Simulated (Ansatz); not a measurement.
Basis-set extrapolation for CH$_{4}$AlF$_{2}$N, SMILES `C[NH][Al]([F])[F]` (PBE0-D4/def2-TZVP geometry, frozen core, the Gaussian-basis code of Ansatz). Multiplicity 1, RHF reference.

```json
{"": "HF", "cc-pV(T+d)Z": "-535.761667", "cc-pV(Q+d)Z": "-535.792171"}
{"": "MP2 correlation", "cc-pV(T+d)Z": "-0.967721", "cc-pV(Q+d)Z": "-1.046872"}
{"": "CCSD(T) correlation", "cc-pV(T+d)Z": "-1.017267", "cc-pV(Q+d)Z": "-1.093544"}
```

Energies in hartree. Use E(X) = E(∞) + A·exp(−5.46·√X) for Hartree–Fock and E(X) = E(∞) + B·X^(−3.05) for correlation, with X = 3 and 4.

What is the CCSD(T) energy at the basis-set limit?

HF limit: -535.792171 + (-0.030504) × 0.30130 = -535.80136. Correlation limit: -1.093544 + (-0.076277) × 0.71189 = -1.14784. Total: -536.94920 hartree, 106.8 kcal/mol below CCSD(T)/cc-pV(T+d)Z.
